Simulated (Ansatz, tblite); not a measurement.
Removing and adding an electron: Al7N7H20, a nanocrystal cut from wurtzite AlN (hydrogen-capped). The state is a singlet with charge 0. Geometry: PBE-D4/def2-SVP. Ansatz, gas phase; energy differences of separate SCF runs; the oxidised species was run as a doublet alone; the reduced species was run as a doublet alone.

Cartesian coordinates in Å:
```
Al 2.874 -0.363 -1.720
N 2.665 1.465 -0.977
N 1.208 -1.203 -1.079
Al 1.210 -1.289 0.840
Al 1.035 1.850 0.055
N 0.973 0.518 1.432
N -0.476 -2.194 1.327
Al -0.622 0.744 2.573
Al -0.310 -0.358 -1.900
N -0.426 1.375 -1.092
N -1.885 -1.331 -1.214
Al -2.149 -1.390 0.720
Al -2.161 1.687 -0.203
N -2.059 0.418 1.284
H 4.131 -1.032 -0.973
H 2.820 -0.225 -3.321
H 3.486 1.680 -0.388
H 2.735 2.147 -1.749
H 1.283 -2.168 -1.448
H 2.426 -2.084 1.503
H 1.099 3.372 0.535
H 1.748 0.716 2.090
H -0.421 -3.202 1.115
H -0.505 -2.138 2.364
H -0.617 -0.516 3.615
H -0.680 2.224 3.185
H -0.349 -0.386 -3.496
H -0.446 2.060 -1.868
H -1.956 -2.262 -1.653
H -2.696 -0.797 -1.586
H -3.427 -2.253 1.136
H -2.279 3.203 0.301
H -3.304 1.131 -1.232
H -2.923 0.603 1.825
```

The xTB rows come from tblite. Correlated methods freeze 42 core orbitals. Single mean-field runs in def2-TZVP are fitted with def2-universal-jkfit. HOMO above LUMO, or a gap near zero within one spin, warns that the state may not be the lowest or that an electron is smeared out.

```csv
level,−HOMO (eV),vertical IE (eV),−LUMO (eV),vertical EA (eV),HOMO–LUMO gap (eV),IE − EA (eV),remarks
GFN1-xTB,9.95,11.91,4.76,2.94,5.19,8.96,–
GFN2-xTB,10.29,12.14,5.19,3.27,5.09,8.87,–
PBE-D4/def2-TZVP,6.26,–,1.31,-0.14,4.95,–,"HOMO above zero (-1 doublet), gap within one spin near zero (-1 doublet)"
PBE0-D4/def2-TZVP,7.49,9.06,0.54,-0.42,6.94,9.48,HOMO above zero (-1 doublet)
B2PLYP/def2-TZVP,–,9.29,–,-0.64,–,9.93,–
```

Relaxing the oxidised species (PBE-D4/def2-SVP) changes its energy by -1.45 eV at PBE0-D4/def2-TZVP, so the adiabatic ionisation energy to this nearest minimum is 7.61 eV. In the charge 1 doublet, H26 and H32 lie 1.00 Å apart (atoms count from 1), so these atoms are partly bonded to each other. Relaxing the reduced species (PBE-D4/def2-SVP) changes its energy by -0.14 eV at PBE-D4/def2-TZVP, so the adiabatic electron affinity to this nearest minimum is 0.00 eV. At PBE0-D4/def2-TZVP it is -0.24 eV. The highest occupied level of the relaxed charge -1 doublet lies above zero (up to 1.29 eV). Energy differences put its binding near zero (0.00 eV; each at its own geometry, to the charge 0 singlet, at PBE-D4/def2-TZVP), which leaves it undecided.  Run but left out: PBE-D4/def2-TZVP (charge +1 doublet: an occupied level 0.13 eV above an empty one).   A HOMO above zero means that the electron is unbound at that level or that self-interaction error raises the level; the energy of removing that electron tells which. Raw xTB energy differences between charge states are shifted by several eV; the methods need an empirical correction for them. Sets without diffuse functions give affinities that are too small. A negative affinity means that the extra electron isn't bound; its size then hangs on the basis.
